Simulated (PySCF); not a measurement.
**Stationary points of Ga2H6**

All numbers come from PBE0/[Ga def2-TZVP, H def2-TZVP], no relativity, density fitting, PySCF.

Relaxations began from a few typed shapes. The search is not exhaustive: other isomers or separated fragments can lie lower, and high-lying points may rest on an excited occupation.

(1) Order these stationary points by electronic energy, lowest first, in kJ/mol from the lowest minimum.
A. singlet D3d: Ga–H 1.569 Å (×6); H–Ga–H 120.0° (×6)
B. singlet D2h: Ga–H 1.555 Å (×4), Ga–H 1.755 Å (×4); Ga–H–Ga 95.2° (×2), H–Ga–H 84.8° (×2), H–Ga–H 108.1° (×8), H–Ga–H 130.2° (×2)

(2) Which of them are minima?

## Answers

(1) B (0.0), A (122.7).

(2) By energy in kJ/mol, 0.0: minimum; 122.7: not settled, its softest mode being under 30 cm⁻¹.
